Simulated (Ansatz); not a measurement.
```xyz
2

C     0.0000    0.0000   -0.6962
O     0.0000    0.0000    0.5221
```

Basis set: 6-31G* (spherical functions). Correlated methods keep 2 orbitals frozen. Charge 0, multiplicity 1.

Computed with Ansatz (development build ahead of 0.2.0); each method stands on the lowest determinant of its kind that the runs found. Restricted open shells among the atoms or ions are ROHF, correlated in semicanonical orbitals with singles.

(1) Give the atomization energy at this shape (free ground-state atoms in the same class of orbitals less the molecule, no zero-point energy) of singlet CO by RHF-MP2, RHF.

Results:

(1)

```csv
method,atomization energy
RHF-MP2,10.87 eV
RHF,7.02 eV
```

Caution: the shape is not the minimum.
